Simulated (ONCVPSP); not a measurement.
# titanium (Ti), ONCV: configuration errors across variants

* Element: titanium
* Generator: ONCVPSP 4.0.1
* Type: optimised norm-conserving Vanderbilt (ONCV)
* Functional: PBE
* Relativity: scalar-relativistic
* Frozen core: [Ne]
* Valence charge: 12
* Reference configuration: 3s2 3p6 3d2 4s2
* Partial waves: 3s+4s: rc 1.40 bohr, ncon 4, nbas 7, qcut 6.6 1/bohr, 2 projectors; 3p: rc 1.50 bohr, ncon 4, nbas 9, qcut 7.7 1/bohr, 2 projectors, debl 3.3 Ha; 3d: rc 1.90 bohr, ncon 3, nbas 8, qcut 8.4 1/bohr, 1 projector
* Local potential: polynomial inside 1.15 bohr (lpopt 3, dvloc0 1 Ha)
* Core correction: Teter function, fcfact 1.5, rcfact 1.65

All-electron excitation energies from the reference (eV): (1) 3s2 3p6 3d2 4s1 7.347; (2) 3s2 3p6 3d2 4s0 20.919; (3) 3s2 3p6 3d1 4s0 47.867; (4) 3s2 3p5 3d2 4s2 45.556.

Errors AE − PS in meV (a dash: test not solved or not reliable):

```json
{"change": "base", "(1)": "-0.1", "(2)": "-0.9", "(3)": "+58", "(4)": "-107", "bound ghosts": "none", "GHOST(+) flags above zero": "none"}
{"change": "d: rc 1.34", "(1)": "-0.5", "(2)": "-1.9", "(3)": "+12", "(4)": "-37", "bound ghosts": "none", "GHOST(+) flags above zero": "none"}
{"change": "d: rc 1.84", "(1)": "-0.1", "(2)": "-0.9", "(3)": "+53", "(4)": "-99", "bound ghosts": "none", "GHOST(+) flags above zero": "none"}
{"change": "d: rc 2.08", "(1)": "0.0", "(2)": "-1.1", "(3)": "+76", "(4)": "-132", "bound ghosts": "none", "GHOST(+) flags above zero": "none"}
{"change": "d: rc 2.28", "(1)": "0.0", "(2)": "-2.0", "(3)": "+100", "(4)": "-165", "bound ghosts": "none", "GHOST(+) flags above zero": "none"}
{"change": "d: rc 2.44", "(1)": "0.0", "(2)": "-3.8", "(3)": "+126", "(4)": "-198", "bound ghosts": "none", "GHOST(+) flags above zero": "none"}
{"change": "d: rc 2.72", "(1)": "-0.3", "(2)": "-9.5", "(3)": "+184", "(4)": "-260", "bound ghosts": "none", "GHOST(+) flags above zero": "none"}
```

(1) Give the same row for: d: rc 1.58.

Answers

(1) -0.3, -1.3, +30, -62; bound ghosts: none; GHOST(+) flags above zero: none.
